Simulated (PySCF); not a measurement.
```xyz
21

C      2.5071    -1.1460     0.1321
O      1.4465    -0.7136    -0.6868
Ge     0.0001     0.0003     0.0002
O     -1.1841     0.0701    -1.2909
C     -1.3834    -1.0209    -2.1584
O      0.1794     1.6372     0.6021
C      0.2865     2.7310    -0.2780
O     -0.4417    -0.9923     1.3761
C     -1.4102    -0.5643     2.3042
H      2.1549    -1.7625     0.9765
H      3.0819    -0.2954     0.5402
H      3.1879    -1.7539    -0.4831
H     -1.9922    -0.6752    -3.0078
H     -0.4320    -1.4194    -2.5498
H     -1.9259    -1.8449    -1.6613
H      1.2773     2.7686    -0.7651
H      0.1589     3.6544     0.3074
H     -0.4857     2.7074    -1.0656
H     -1.3574    -1.2255     3.1826
H     -1.2364     0.4731     2.6371
H     -2.4316    -0.6282     1.8884
```

Charge 0, multiplicity 1.

Task: Give the Mulliken and meta-Löwdin atomic charges from PBE-D3(BJ)/def2-TZVP // PBE0-D3(BJ)/def2-SVP (PySCF 2.14.0).

Result: 
```json
[
 {"atom": "C1", "Mulliken (e)": "-0.22", "meta-Löwdin (e)": "-0.13"},
 {"atom": "O2", "Mulliken (e)": "-0.33", "meta-Löwdin (e)": "-0.57"},
 {"atom": "Ge3", "Mulliken (e)": "0.78", "meta-Löwdin (e)": "1.46"},
 {"atom": "O4", "Mulliken (e)": "-0.33", "meta-Löwdin (e)": "-0.57"},
 {"atom": "C5", "Mulliken (e)": "-0.22", "meta-Löwdin (e)": "-0.13"},
 {"atom": "O6", "Mulliken (e)": "-0.33", "meta-Löwdin (e)": "-0.57"},
 {"atom": "C7", "Mulliken (e)": "-0.22", "meta-Löwdin (e)": "-0.13"},
 {"atom": "O8", "Mulliken (e)": "-0.33", "meta-Löwdin (e)": "-0.57"},
 {"atom": "C9", "Mulliken (e)": "-0.22", "meta-Löwdin (e)": "-0.13"},
 {"atom": "H10", "Mulliken (e)": "0.13", "meta-Löwdin (e)": "0.11"},
 {"atom": "H11", "Mulliken (e)": "0.11", "meta-Löwdin (e)": "0.10"},
 {"atom": "H12", "Mulliken (e)": "0.12", "meta-Löwdin (e)": "0.12"},
 {"atom": "H13", "Mulliken (e)": "0.12", "meta-Löwdin (e)": "0.12"},
 {"atom": "H14", "Mulliken (e)": "0.13", "meta-Löwdin (e)": "0.11"},
 {"atom": "H15", "Mulliken (e)": "0.11", "meta-Löwdin (e)": "0.10"},
 {"atom": "H16", "Mulliken (e)": "0.11", "meta-Löwdin (e)": "0.10"},
 {"atom": "H17", "Mulliken (e)": "0.12", "meta-Löwdin (e)": "0.12"},
 {"atom": "H18", "Mulliken (e)": "0.13", "meta-Löwdin (e)": "0.11"},
 {"atom": "H19", "Mulliken (e)": "0.12", "meta-Löwdin (e)": "0.12"},
 {"atom": "H20", "Mulliken (e)": "0.13", "meta-Löwdin (e)": "0.11"},
 {"atom": "H21", "Mulliken (e)": "0.11", "meta-Löwdin (e)": "0.10"}
]
```
